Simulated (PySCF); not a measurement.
Vertical excitations of a molecule CH9ClOSi3 from TDA-PBE/def2-SVPD run with PySCF 2.14.0, as energy in eV (oscillator strength): 4.46 (0.009), 5.26 (0.011), 5.38 (0.029), 5.73 (0.002), 5.76 (0.030), 5.87 (0.008). Lowest triplet (TDA): 4.05 eV. Geometry: B3LYP-D3(BJ)/def2-SVP. Other conformers were not sampled.

**Question.** Which molecule gave these data?
(A) CO[Si@H]([SiH3])[SiH2]Cl
(B) C[SiH2][Si@@H](O)[SiH2]Cl
(C) C[Si@@](O)([SiH3])[SiH2]Cl
(D) OC[SiH2][SiH2][SiH2]Cl

**Answer.** A, CO[Si@H]([SiH3])[SiH2]Cl
